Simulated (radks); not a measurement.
Results of a calculation; reference values are marked as such.
Problem. Cl II, configuration [Ne] 3s2 3p3 3d1 (not the ground configuration). Level of theory: scalar-relativistic Kohn-Sham, PBEsol, spin-polarised, spherical densities, finite nucleus; open shells are filled with parallel spins first; Fermi nuclear charge, rms radius 3.3654 fm (a radial shooting solver on a logarithmic mesh with Libxc functionals). Some entries of the table are withheld. Estimate them.

| orbital | occ. | eigenvalue (Ry) | r(max) (bohr) | <1/r> (bohr^-1) |
|---|---|---|---|---|
| 1s up | 1 | -203.1891 | 0.05953 | 16.66 |
| 1s down | 1 | -203.1471 | 0.05952 | 16.66 |
| 2s up | 1 | -19.75424 | 0.3619 | 3.307 |
| 2s down | 1 | -19.70701 | 0.3621 | 3.308 |
| 2p up | 3 | (1) | 0.3012 | 3.208 |
| 2p down | 3 | (2) | 0.3016 | 3.209 |
| 3s up | 1 | -2.63996 | 1.258 | 0.9433 |
| 3s down | 1 | -2.31898 | 1.254 | 0.9410 |
| 3p up | 3 | -1.68978 | (3) | 0.8225 |
| 3p down | 0 | -1.38167 | (4) | 0.8087 |
| 3d up | 1 | -0.45906 | 1.835 | 0.5056 |

Solution. 
(1) 2p up eigenvalue (Ry): -15.30368
(2) 2p down eigenvalue (Ry): -15.24209
(3) 3p up r(max) (bohr): 1.368
(4) 3p down r(max) (bohr): 1.371
